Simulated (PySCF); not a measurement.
Isomers of C4H8OSi, mass 100.034 u with the commonest isotopes. Theory: PySCF 2.14.0, PBE0-D3(BJ)/def2-SVP geometry optimisation, gas phase. One conformer each, none proved a minimum here; rigid rotors.

Task: Order these by rotational constant C, largest first.
A. `[CH3:1][C:2](=[O:3])[SiH:4]1[CH2:5][CH2:6]1` with C1–C2–Si4–C5 -27°
B. `[CH3:1][C@@H:2]1[CH:3]=[C:4]1[O:5][SiH3:6]` with C3–C4–O5–Si6 -173°
C. `[CH3:1][O:2][C@H:3]1[CH:4]=[C:5]1[SiH3:6]` with C1–O2–C3–C4 -148°

Result: A (1601 MHz), B (1465 MHz), C (1378 MHz).

Task: Order these by radius of gyration √(Σ m r²/M), largest first.
A. `[CH3:1][O:2][C@H:3]1[CH:4]=[C:5]1[SiH3:6]` with C1–O2–C3–C4 -148°
B. `[CH3:1][C@@H:2]1[CH:3]=[C:4]1[O:5][SiH3:6]` with C3–C4–O5–Si6 -173°
C. `[CH2:1]=[CH:2][C:3](=[CH2:4])[O:5][SiH3:6]` with C1–C2–C3–C4 180°, C2–C3–O5–Si6 179°
D. `[CH3:1][C:2](=[O:3])[SiH:4]1[CH2:5][CH2:6]1` with C1–C2–Si4–C5 -27°

Result: A (1.945 Å), C (1.912 Å), B (1.889 Å), D (1.837 Å).

Task: Order these by rotational constant B, smallest first.
A. `[CH2:1]=[CH:2][C:3](=[CH2:4])[O:5][SiH3:6]` with C1–C2–C3–C4 180°, C2–C3–O5–Si6 179°
B. `[CH3:1][O:2][C@H:3]1[CH:4]=[C:5]1[SiH3:6]` with C1–O2–C3–C4 -148°
C. `[CH3:1][C:2](=[O:3])[SiH:4]1[CH2:5][CH2:6]1` with C1–C2–Si4–C5 -27°

Result: B (1761 MHz), A (1835 MHz), C (1896 MHz).

| SMILES | point group | Ia (u·Å²) | Ib (u·Å²) | Ic (u·Å²) | κ | μa (D) | μb (D) | μc (D) |
| --- | --- | --- | --- | --- | --- | --- | --- | --- |
| CO[C@H]1C=C1[SiH3] | C1 | 103.23 | 286.98 | 366.64 | -0.78 | 0.54 | 0.22 | 0.60 |
| C=CC(=C)O[SiH3] | Cs | 93.14 | 275.44 | 362.60 | -0.78 | 0.40 | 0.27 | 0.02 |
| C[C@@H]1C=C1O[SiH3] | C1 | 95.12 | 273.97 | 344.86 | -0.80 | 0.63 | 0.94 | 0.14 |
| CC(=O)[SiH]1CC1 | near Cs | 93.18 | 266.54 | 315.74 | -0.85 | 1.80 | 1.87 | 0.01 |
